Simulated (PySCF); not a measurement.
Species: pyrimidine-1-oxide, C₄H₄N₂O.
InChI=1S/C4H4N2O/c7-6-3-1-2-5-4-6/h1-4H

Computed with PBE0-D3(BJ)/def2-SVP geometry optimisation, gas phase (PySCF 2.14.0).

Masses are those of the commonest isotopes; rigid-rotor values at the optimised geometry. 

Give the principal moments of inertia and the rotational constants in cm⁻¹.

Ia = 82.60, Ib = 174.25, Ic = 256.86 u·Å²; 505379 MHz·u·Å²/I gives 6118, 2900 and 1968 MHz, that is A = 0.20408, B = 0.09674, C = 0.06563 cm⁻¹.

What kind of rotor is it?

An asymmetric top: κ = (2 × 2900 − 6118 − 1968)/(6118 − 1968) = -0.55.

What does the inertial defect say?

Planar: Δ = Ic − Ia − Ib = 0.00 u·Å². For a rigid frame Δ = −2 Σ m c², so it vanishes when all atoms lie in the ab plane; here none is more than 0.01 Å from it.

Give the coordinates in the principal-axis frame, origin at the centre of mass.

The sense of each axis is arbitrary; atoms in the order of the calculation.
| atom | mass (u) | a (Å) | b (Å) | c (Å) |
| --- | --- | --- | --- | --- |
| O1 | 15.995 | 2.189 | -0.025 | 0.000 |
| N2 | 14.003 | 0.944 | 0.015 | 0.000 |
| C3 | 12.000 | 0.253 | 1.196 | 0.000 |
| C4 | 12.000 | -1.129 | 1.193 | 0.000 |
| C5 | 12.000 | -1.795 | -0.030 | 0.000 |
| N6 | 14.003 | -1.113 | -1.176 | 0.000 |
| C7 | 12.000 | 0.192 | -1.145 | 0.000 |
| H8 | 1.008 | 0.887 | 2.082 | 0.000 |
| H9 | 1.008 | -1.670 | 2.141 | 0.000 |
| H10 | 1.008 | -2.886 | -0.092 | 0.000 |
| H11 | 1.008 | 0.800 | -2.053 | 0.000 |

Predict some low-J microwave lines.

The dipole components are |μa| = 2.61 D, |μb| = 2.01 D, |μc| = 0.00 D; the mirror of this Cs structure is the ab plane, so μc vanishes by symmetry and there are no c-type lines. The squared components, which scale the intensities, stand as 1.00 : 0.59 (a : b). Some lines, for components of 0.1 D or more:

| type | branch | J(Ka,Kc) | MHz | lower level (cm⁻¹) |
| --- | --- | --- | --- | --- |
| a | Q | 1(1,0) ← 1(1,1) | 933 | 0.270 |
| a | Q | 2(1,1) ← 2(1,2) | 2798 | 0.563 |
| b | Q | 1(1,0) ← 1(0,1) | 4151 | 0.162 |
| a | R | 1(0,1) ← 0(0,0) | 4868 | 0.000 |
| b | Q | 2(1,1) ← 2(0,2) | 5258 | 0.481 |
| b | R | 2(0,2) ← 1(1,1) | 6343 | 0.270 |
| b | R | 1(1,1) ← 0(0,0) | 8086 | 0.000 |
| a | R | 2(1,2) ← 1(1,1) | 8803 | 0.270 |
| a | R | 2(0,2) ← 1(0,1) | 9561 | 0.162 |
| b | Q | 2(2,0) ← 2(1,1) | 9829 | 0.657 |
| a | R | 2(1,1) ← 1(1,0) | 10668 | 0.301 |
| b | R | 2(1,2) ← 1(0,1) | 12021 | 0.162 |
| b | Q | 2(2,1) ← 2(1,2) | 12452 | 0.563 |
| b | R | 2(2,1) ← 1(1,0) | 20322 | 0.301 |
| b | R | 2(2,0) ← 1(1,1) | 21430 | 0.270 |

Whether it is a minimum is left open (no frequencies). Zero-point vibration and centrifugal distortion are left out. Quadrupole hyperfine structure (14N) is left out.

Time: 27 s of wall time; peak memory 0.63 GiB. Hardware: one thread, Arm Neoverse V1 (aarch64), shared host with 32 logical CPUs at a one-minute load of 16. That covers the optimisation of the geometry.
